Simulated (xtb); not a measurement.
C6H12O (SMILES CC(=O)CC(C)C), singlet, geometry from GFN2-xTB, atoms displaced at random by about 0.06 Å a coordinate; GFN2-xTB run with xtb 6.7.1.

The xtb input:
```
$ xtb mol.xyz --gfn 2 --chrg 0 --uhf 0 --opt --json

# file mol.xyz
19

C     -2.11990669    -1.45165005     0.18397003
C     -1.16351476    -0.29507832     0.40308647
C     -1.67896594     1.04247649    -0.14336856
C      0.26134399    -0.72191329    -0.34533497
C      1.20600660     0.23832394     0.04112327
C      2.53061110     0.25960956    -0.99632030
O      1.42415690     0.88261156     1.12173783
H     -1.69040256    -2.29443282     0.72375605
H     -2.99411821    -1.21748379     0.74207313
H     -2.33889850    -1.67705529    -0.75234299
H     -0.90068944    -0.03323218     1.41660051
H     -2.02009689     0.92825384    -1.31125997
H     -2.57591914     1.20028954     0.25692954
H     -1.03064300     1.81785787    -0.05881577
H      0.14288217    -0.67630912    -1.44098684
H      0.46578319    -1.63611467    -0.02214710
H      3.30764999     0.85849366    -0.55002864
H      2.18916353     0.76640094    -1.85205092
H      2.69048479    -0.70130532    -1.26857158
```

It wrote (shortened):

```
   ID    Z sym.   atoms
    1    6 C      1-6
    2    8 O      7
    3    1 H      8-19

           -------------------------------------------------
          |                Calculation Setup                |
           -------------------------------------------------

           -------------------------------------------------
          |                 G F N 2 - x T B                 |
           -------------------------------------------------

          ...................................................
          :                      SETUP                      :
          :.................................................:
          :  # basis functions                  40          :
          :  # atomic orbitals                  40          :
          :  # shells                           26          :
          :  # electrons                        42          :
          :  max. iterations                   250          :
          :  Hamiltonian                  GFN2-xTB          :
          :  restarted?                      false          :
          :  GBSA solvation                  false          :
          :  PC potential                    false          :
          :  electronic temp.          300.0000000     K    :
          :  accuracy                    1.0000000          :
          :  -> integral cutoff          0.2500000E+02      :
          :  -> integral neglect         0.1000000E-07      :
          :  -> SCF convergence          0.1000000E-05 Eh   :
          :  -> wf. convergence          0.1000000E-03 e    :
          :  Broyden damping             0.4000000          :
          :  net charge                          0          :
          :  unpaired electrons                  0          :
          ...................................................

 iter      E             dE          RMSdq      gap      omega  full diag
   1    -23.2421765 -0.232422E+02  0.350E+00    4.07       0.0  T
   2    -23.2984889 -0.563124E-01  0.192E+00    2.83       1.0  T
   3    -23.3156242 -0.171353E-01  0.131E+00    3.53       1.0  T
   4    -23.3229398 -0.731562E-02  0.228E-01    3.21       1.0  T
   5    -23.3231770 -0.237199E-03  0.876E-02    3.25       1.0  T
   6    -23.3232229 -0.458930E-04  0.422E-02    3.25       1.0  T
   7    -23.3232265 -0.364037E-05  0.139E-02    3.24       1.7  T
   8    -23.3232269 -0.429552E-06  0.253E-03    3.24       9.1  T
   9    -23.3232270 -0.200136E-07  0.137E-03    3.24      16.8  T
[...]
         :: total energy             -22.946735092154 Eh    ::
 * total energy  :   -22.9467351 Eh     change       -0.1718448E-10 Eh
 * total energy  :   -23.0138567 Eh     change       -0.6712158E-01 Eh
 * total energy  :   -23.0279826 Eh     change       -0.1412595E-01 Eh
 * total energy  :   -23.0290024 Eh     change       -0.1019762E-02 Eh
 * total energy  :   -23.0292764 Eh     change       -0.2739725E-03 Eh
 * total energy  :   -23.0293426 Eh     change       -0.6624904E-04 Eh
 * total energy  :   -23.0293624 Eh     change       -0.1983575E-04 Eh
 * total energy  :   -23.0293760 Eh     change       -0.1352017E-04 Eh
 * total energy  :   -23.0293818 Eh     change       -0.5874607E-05 Eh
 * total energy  :   -23.0293902 Eh     change       -0.8388575E-05 Eh
 * total energy  :   -23.0293927 Eh     change       -0.2452380E-05 Eh
   *** GEOMETRY OPTIMIZATION CONVERGED AFTER 11 ITERATIONS ***
         :: total energy             -23.029392676221 Eh    ::
[...]
     #   Z sym  total        # sym  WBO       # sym  WBO       # sym  WBO
 ---------------------------------------------------------------------------
     1   6 C    3.996 --     2 C    1.009    10 H    0.987     8 H    0.987
                             9 H    0.986
     2   6 C    3.994 --     3 C    1.010     1 C    1.009     4 C    0.992
                            11 H    0.966
     3   6 C    3.997 --     2 C    1.010    12 H    0.987    13 H    0.986
                            14 H    0.986
     4   6 C    3.996 --     2 C    0.992     5 C    0.988    15 H    0.965
                            16 H    0.941
     5   6 C    3.917 --     7 O    1.869     6 C    1.001     4 C    0.988
     6   6 C    3.994 --     5 C    1.001    17 H    0.983    19 H    0.970
                            18 H    0.957
     7   8 O    2.077 --     5 C    1.869
     8   1 H    0.999 --     1 C    0.987
     9   1 H    0.998 --     1 C    0.986
    10   1 H    0.999 --     1 C    0.987
    11   1 H    0.998 --     2 C    0.966
    12   1 H    0.999 --     3 C    0.987
    13   1 H    0.998 --     3 C    0.986
    14   1 H    0.998 --     3 C    0.986
    15   1 H    0.997 --     4 C    0.965
    16   1 H    0.996 --     4 C    0.941
    17   1 H    0.995 --     6 C    0.983
    18   1 H    0.995 --     6 C    0.957
    19   1 H    0.997 --     6 C    0.970
 ---------------------------------------------------------------------------

Topologies differ in total number of bonds
Writing topology from bond orders to xtbtopo.mol

molecular dipole:
                 x           y           z       tot (Debye)
 q only:       -0.100      -0.570      -0.853
   full:       -0.066      -0.699      -1.048       3.207
molecular quadrupole (traceless):
                xx          xy          yy          xz          yz          zz
 q only:        1.976      -1.688      -0.782      -4.322      -2.010      -1.194
  q+dip:        1.775      -2.233      -1.034      -4.703      -2.517      -0.742
   full:        1.885      -2.590      -0.622      -4.627      -3.033      -1.262

optimized geometry written to: xtbopt.xyz

           -------------------------------------------------
          | TOTAL ENERGY              -23.029392676221 Eh   |
          | GRADIENT NORM               0.000617770379 Eh/α |
          | HOMO-LUMO GAP               4.024313298748 eV   |
           -------------------------------------------------

normal termination of xtb
```
